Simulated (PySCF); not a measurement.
Work out the structure from these simulated measurements.

Formula: Br2Cl2Si.

* Polarisability: 93.8 au [B3LYP/def2-SVPD]
* UV, strongest line: among the 10 lowest singlet transitions: S6 at 7.03 eV (176 nm, f = 0.062) [TDDFT B3LYP/def2-SVPD]
* Valence photoelectron: vertical ionisation energy: 10.74 eV [ΔSCF B3LYP/def2-SVPD]
* UV, first state: lowest singlet excitation: 5.76 eV (215 nm, f = 0.006) [TDDFT B3LYP/def2-SVPD]
* Triplet: lowest triplet excitation (Tamm–Dancoff): 5.39 eV [TDA B3LYP/def2-SVPD]
* XPS: Si2p3/2 110.1, Cl2p3/2 206.8 (×2), Si1s 1850.3, Cl1s 2829.3 (×2) eV [ΔSCF SCAN, pcX-2 on the ionised atom, pcseg-1 elsewhere, spin-free X2C, 2p3/2 from a spin–orbit splitting computed afterwards within the 2p shell]
* Dipole: 0.29 D [B3LYP/def2-SVPD]
* Rotational structure: rotational constants A, B, C: 1.035, 0.718, 0.626 GHz [PBE0-D3(BJ)/def2-SVP]

The electronic properties come from PySCF, for the isolated species, density fitting. Levels stand in brackets. Geometry: PBE0-D3(BJ)/def2-SVP; no solvent, vibrations or thermal averaging. Relativistic effects, spin–orbit coupling among them, are left out (core-ionisation runs apart) although an element past zinc is present.

**Question.** What is the compound? Reason from the data.

**Answer.** Numbering: `[Cl:1][Si:2]([Cl:3])([Br:4])[Br:5]`. Its formula, Br2Cl2Si, gives 0 degrees of unsaturation, so no ring and no π bond. The core levels belong to: Si2p3/2 110.1 eV, chlorine-bound silicon [Si2]; Cl2p3/2 206.8 eV, silicon-bound chlorine [Cl1/Cl3]; Si1s 1850.3 eV, chlorine-bound silicon [Si2]; Cl1s 2829.3 eV, silicon-bound chlorine [Cl1/Cl3]. No core level of Br was computed. S1 is mainly HOMO→LUMO (weight 0.99); the largest Löwdin shares of the orbital it empties are 0.46 on a bromine bonded to Si, 0.45 on a bromine bonded to Si and 0.04 on each of 2 atoms of one kind (silicon-bound chlorine), of the orbital it fills 0.25 on each of 2 atoms of one kind (bromine bonded to Si) and 0.20 on the chlorine-bound silicon. The optimised geometry has point group C2v and is an asymmetric top. Structure: `Cl[Si](Cl)(Br)Br`. The assignments are read from this structure; whether some other isomer fits the data as well wasn't checked.
